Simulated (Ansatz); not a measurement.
`N=C[SiH3]` + `O[SiH](F)[SiH3]` → `F[SiH]([SiH3])O[SiH3]` + `C=N`  (ligand exchange at the Si–C bond)

Computed with Ansatz on PBE0-D4/def2-TZVP structures; ΔE is electronic, products minus reactants. CCSD(T)/CBS adds triple-zeta CCSD(T) − MP2 to the extrapolated MP2 energy (def2 sets, frozen cores). This one scheme is used for every species. Functionals use def2-TZVPP. One conformer a species, not always the lowest.

Task: Is it downhill or uphill in electronic energy at CCSD(T)/CBS, and by how much? (Estimate.)

Result: Computed: Downhill: ΔE = -117.3 kJ/mol.

Task: What do these levels give: LDA (SPW92), r2SCAN-D4, CAM-B3LYP, CCSD/def2-SVP, HF/def2-TZVPP, MP2/CBS(def2)? (Estimate.)

Result: Computed: LDA (SPW92) -98.1, r2SCAN-D4 -114.1, CAM-B3LYP -118.2, CCSD/def2-SVP -114.6, HF/def2-TZVPP -135.5, MP2/CBS(def2) -119.6 kJ/mol.

Largest T1 diagnostic among the species: 0.013.

The D4 term adds −4.4 kJ/mol with B3LYP and −2.8 kJ/mol with PBE0; it sums over pairs of atoms, weighted by their polarisabilities, and B3LYP, whose exchange is more repulsive, gets the larger term. From PBE to PBE0 (25 % exact exchange), in def2-TZVPP and without D4, ΔE moves by −7.7 kJ/mol.

B3LYP here is the variant with VWN-RPA as its local correlation; programs differ in this.
